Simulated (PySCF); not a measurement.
Work out the structure from these simulated measurements.

Formula: C4H10BN.

| Quantity | Value |
| --- | --- |
| 1H NMR | chemical shifts (computed TMS as zero) by class: 4.98 (1 H), 4.60 (1 H), 3.10 (2 H), 1.65 (2 H), 1.59 (2 H), 0.98 (2 H) ppm [GIAO B97-2/pcSseg-2] |
| Dipole | 1.55 D [B97-2/pcSseg-2] |
| 13C NMR | chemical shifts (computed TMS as zero) by class: 46.9 (1 C), 31.6 (1 C), 25.1 (1 C), 18.4 (1 C) ppm [GIAO B97-2/pcSseg-2] |
| Rotational structure | rotational constants A, B, C: 4.758, 4.404, 2.519 GHz [PBE0-D3(BJ)/def2-TZVP] |
| NMR, other nuclei | isotropic shieldings of nuclei other than C and H, by class: 60 (1 B), 132 (1 N) ppm [GIAO B97-2/pcSseg-2] |

The electronic properties come from PySCF, for the isolated species, density fitting. Levels stand in brackets. Isolated species at its PBE0-D3(BJ)/def2-TZVP geometry (one conformer only). NMR classes are plain means over equivalent atoms (diastereotopic ones count apart unless rotation or inversion swaps them), as if these changed places fast.

Question: What is the compound? Reason from the data.

Answer: Numbering: `[BH:1]1[CH2:2][CH2:3][CH2:4][CH2:5][NH:6]1`. 4 carbons fall into 4 classes; from least to most shielded: ring sp3 carbon bound to nitrogen [C5] (46.9 ppm), ring CH2 carbon [C4] (31.6 ppm), ring CH2 carbon [C3] (25.1 ppm), ring sp3 carbon bound to boron [C2] (18.4 ppm). Hydrogen classes from least to most shielded: 1 H on a three-coordinate boron, B1 (4.98 ppm), 1 H on a boron-bound nitrogen, N6 (4.60 ppm), 2 H on an sp3 carbon bound to nitrogen, C5 (3.10 ppm), 2 H on a ring CH2 carbon, C4 (1.65 ppm), 2 H on a ring CH2 carbon, C3 (1.59 ppm), 2 H on an sp3 carbon bound to boron, C2 (0.98 ppm). The other shieldings belong to: 60 ppm, three-coordinate boron [B1]; 132 ppm, boron-bound nitrogen [N6]. The optimised geometry has point group C1 and is an asymmetric top. Structure: `B1CCCCN1` (1,2-BN cyclohexene). The assignments are read from this structure; whether some other isomer fits the data as well wasn't checked.
